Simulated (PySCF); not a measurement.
# How the method moves the HOMO and LUMO of `F/C=C\C(F)=C(F)F`

Species: C₄H₂F₄.
Atom-mapped SMILES: `[F:1]/[CH:2]=[CH:3]\[C:4]([F:5])=[C:6]([F:7])[F:8]` (hydrogens: H9 on C2; H10 on C3)

Basis pcSseg-1 throughout (PySCF), one geometry. The structure is a single PBE0-D3(BJ)/def2-SVP conformer in the gas phase; no vibrational or solvent corrections.

**Question.** How do the orbital energies, the gap and the dipole change with the method?

**Answer.** 
```tsv
method	kind	HOMO (eV)	LUMO (eV)	gap (eV)	μ (D)	SCF cycles
PBE	GGA	-5.52	-1.77	3.75	2.03	15
KT2	GGA	-5.59	-1.77	3.82	2.08	16
BP86	GGA	-5.65	-1.90	3.76	2.08	16
B97-2	global hybrid	-6.52	-1.03	5.49	2.32	14
CAM-B3LYP	range-separated hybrid	-8.03	0.10	8.13	2.41	13
wB97X-D	range-separated hybrid	-8.56	0.73	9.29	2.42	14
LC-wPBE	range-separated hybrid	-9.26	1.21	10.47	2.42	14
```

The HOMO spans 3.74 eV, from PBE down to LC-wPBE, and the gap runs from 3.75 eV (PBE) to 10.47 eV (LC-wPBE). The dipole ranges from 2.03 D (PBE) to 2.42 D (LC-wPBE). This basis has no diffuse functions.
